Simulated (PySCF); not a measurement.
Isomers of C5H14N2OSi.

All values: PBE0/pcSseg-1 (PySCF) at GFN2-xTB geometries, gas phase, one conformer each.

**Question.** Rank by LUMO energy, lowest first.
A. `[CH2:1]=[CH:2][Si@H:3]([OH:4])[N:5]([CH3:6])[CH2:7][CH2:8][NH2:9]` with C1–C2–Si3–O4 -144°, C2–Si3–O4–H -105°, C2–Si3–N5–C6 -35°, Si3–N5–C7–C8 -91°, N5–C7–C8–N9 85°
B. `[CH3:1][CH2:2][O:3][C@@H:4]1[CH2:5][CH2:6][Si:7]1([NH2:8])[NH2:9]` with C1–C2–O3–C4 177°, C2–O3–C4–C5 -77°, C6–Si7–N8–H 180° and 41°, C6–Si7–N9–H 76° and -63°
C. `[CH3:1][N:2]([CH3:3])[SiH:4]([CH:5]=[O:6])[N:7]([CH3:8])[CH3:9]` with C1–N2–Si4–C5 154°, N2–Si4–C5–O6 154°, N2–Si4–N7–C8 -157°

**Answer.** C (-1.33 eV), A (0.02 eV), B (1.31 eV).

**Question.** Rank by HOMO energy, highest first.
A. `[CH3:1][CH2:2][O:3][C@@H:4]1[CH2:5][CH2:6][Si:7]1([NH2:8])[NH2:9]` with C1–C2–O3–C4 177°, C2–O3–C4–C5 -77°, C6–Si7–N8–H 180° and 41°, C6–Si7–N9–H 76° and -63°
B. `[CH2:1]=[CH:2][Si@H:3]([OH:4])[N:5]([CH3:6])[CH2:7][CH2:8][NH2:9]` with C1–C2–Si3–O4 -144°, C2–Si3–O4–H -105°, C2–Si3–N5–C6 -35°, Si3–N5–C7–C8 -91°, N5–C7–C8–N9 85°
C. `[CH3:1][N:2]([CH3:3])[SiH:4]([CH:5]=[O:6])[N:7]([CH3:8])[CH3:9]` with C1–N2–Si4–C5 154°, N2–Si4–C5–O6 154°, N2–Si4–N7–C8 -157°

**Answer.** B (-6.03 eV), C (-6.20 eV), A (-6.73 eV).

**Question.** Rank by the lowest IAO charge on any atom, lowest value first.
A. `[CH3:1][N:2]([CH3:3])[C@@H:4]1[CH2:5][NH:6][Si@H:7]([OH:8])[CH2:9]1` with C1–N2–C4–C5 176°, N6–Si7–O8–H -52°, N2–C4–C5–N6 -153°, C4–C5–N6–Si7 4°, C5–N6–Si7–O8 141°, N6–Si7–C9–C4 -33°
B. `[CH2:1]=[CH:2][Si@H:3]([OH:4])[N:5]([CH3:6])[CH2:7][CH2:8][NH2:9]` with C1–C2–Si3–O4 -144°, C2–Si3–O4–H -105°, C2–Si3–N5–C6 -35°, Si3–N5–C7–C8 -91°, N5–C7–C8–N9 85°
C. `[CH3:1][N:2]([CH3:3])[SiH:4]([CH:5]=[O:6])[N:7]([CH3:8])[CH3:9]` with C1–N2–Si4–C5 154°, N2–Si4–C5–O6 154°, N2–Si4–N7–C8 -157°

**Answer.** B (-0.833 e), A (-0.782 e), C (-0.520 e).

All values together:

```json
{"SMILES": "CCO[C@@H]1CC[Si]1(N)N", "μ (D)": "0.65", "HOMO (eV)": "-6.73", "LUMO (eV)": "1.31", "lowest IAO charge (e)": "-0.837 (N)", "highest IAO charge (e)": "+1.250 (Si)", "lowest Hirshfeld charge (e)": "-0.319 (N)", "highest Hirshfeld charge (e)": "+0.436 (Si)"}
{"SMILES": "CN(C)[SiH](C=O)N(C)C", "μ (D)": "2.93", "HOMO (eV)": "-6.20", "LUMO (eV)": "-1.33", "lowest IAO charge (e)": "-0.520 (N)", "highest IAO charge (e)": "+1.063 (Si)", "lowest Hirshfeld charge (e)": "-0.196 (O)", "highest Hirshfeld charge (e)": "+0.397 (Si)"}
{"SMILES": "CN(C)[C@@H]1CN[Si@H](O)C1", "μ (D)": "1.62", "HOMO (eV)": "-6.23", "LUMO (eV)": "1.34", "lowest IAO charge (e)": "-0.782 (O)", "highest IAO charge (e)": "+1.221 (Si)", "lowest Hirshfeld charge (e)": "-0.311 (O)", "highest Hirshfeld charge (e)": "+0.429 (Si)"}
{"SMILES": "C=C[Si@H](O)N(C)CCN", "μ (D)": "4.10", "HOMO (eV)": "-6.03", "LUMO (eV)": "0.02", "lowest IAO charge (e)": "-0.833 (O)", "highest IAO charge (e)": "+1.231 (Si)", "lowest Hirshfeld charge (e)": "-0.343 (O)", "highest Hirshfeld charge (e)": "+0.416 (Si)"}
```

Conformers: `[CH3:1][CH2:2][O:3][C@@H:4]1[CH2:5][CH2:6][Si:7]1([NH2:8])[NH2:9]` with C1–C2–O3–C4 177°, C2–O3–C4–C5 -77°, C6–Si7–N8–H 180° and 41°, C6–Si7–N9–H 76° and -63°; `[CH3:1][N:2]([CH3:3])[SiH:4]([CH:5]=[O:6])[N:7]([CH3:8])[CH3:9]` with C1–N2–Si4–C5 154°, N2–Si4–C5–O6 154°, N2–Si4–N7–C8 -157°; `[CH3:1][N:2]([CH3:3])[C@@H:4]1[CH2:5][NH:6][Si@H:7]([OH:8])[CH2:9]1` with C1–N2–C4–C5 176°, N6–Si7–O8–H -52°, N2–C4–C5–N6 -153°, C4–C5–N6–Si7 4°, C5–N6–Si7–O8 141°, N6–Si7–C9–C4 -33°; `[CH2:1]=[CH:2][Si@H:3]([OH:4])[N:5]([CH3:6])[CH2:7][CH2:8][NH2:9]` with C1–C2–Si3–O4 -144°, C2–Si3–O4–H -105°, C2–Si3–N5–C6 -35°, Si3–N5–C7–C8 -91°, N5–C7–C8–N9 85°.
